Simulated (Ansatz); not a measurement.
Geometry optimisation, Ansatz, RKS B3LYP-D4/STO-3G.

Input file:

```yaml
crystal:
  periodic: [false, false, false]
  atoms:
    - { symbol: F, position_ang: [-1.6621, 0.336, 1.673] }
    - { symbol: Si, position_ang: [-0.3953, 0.9579, 0.9529] }
    - { symbol: C, position_ang: [-0.2156, 0.0763, -0.6898] }
    - { symbol: C, position_ang: [0.6526, -1.2118, -0.7241] }
    - { symbol: O, position_ang: [1.1433, -0.0086, -1.2414] }
    - { symbol: H, position_ang: [-0.5689, 2.4369, 0.7497] }
    - { symbol: H, position_ang: [0.7913, 0.7224, 1.8596] }
    - { symbol: H, position_ang: [-0.9649, 0.2275, -1.3739] }
    - { symbol: H, position_ang: [0.2832, -1.9514, -1.4058] }
    - { symbol: H, position_ang: [1.0196, -1.6364, 0.2028] }
basis:
  gaussian: { orbitals: STO-3G }
hamiltonian:
  xc: b3lyp
  dispersion: d4
relax:
  f_tol: 0.02
  max_steps: 50
output:
  orbitals: {}
```

Command:

```bash
$ ansatz run input.yaml --threads 1 --pin off --max-ram 2048MiB --backend cpu --events-out ev --progress --plain --runs-dir out
```

**Question.** Where does it end, and by what steps?

**Answer.** The run converged. Limits of this set-up: minimal basis. After 5 steps the energy has fallen by 0.583 eV; F1 moved furthest, 0.13 Å.

```json
{"step": "0", "energy less start (eV)": "0.0000", "largest force component (eV/Å)": "3.357", "accepted": "yes"}
{"step": "1", "energy less start (eV)": "-0.5289", "largest force component (eV/Å)": "1.103", "accepted": "yes"}
{"step": "2", "energy less start (eV)": "-0.5795", "largest force component (eV/Å)": "0.249", "accepted": "yes"}
{"step": "3", "energy less start (eV)": "-0.5825", "largest force component (eV/Å)": "0.047", "accepted": "yes"}
{"step": "4", "energy less start (eV)": "-0.5827", "largest force component (eV/Å)": "0.048", "accepted": "yes"}
{"step": "5", "energy less start (eV)": "-0.5829", "largest force component (eV/Å)": "0.018", "accepted": "yes"}
```

```xyz
10
Properties=species:S:1:pos:R:3
F -1.724 0.387 1.773
Si -0.401 0.983 0.998
C -0.162 0.075 -0.641
C 0.592 -1.237 -0.733
O 1.207 0.008 -1.226
H -0.588 2.398 0.739
H 0.782 0.786 1.813
H -0.956 0.209 -1.402
H 0.299 -1.980 -1.497
H 1.033 -1.680 0.178
```

Whether the end is a true minimum wasn't checked by a vibrational analysis.

Time of the run: 14 s on 1 thread of Arm Neoverse V2, with other jobs on the host, peak memory 0.14 GiB.
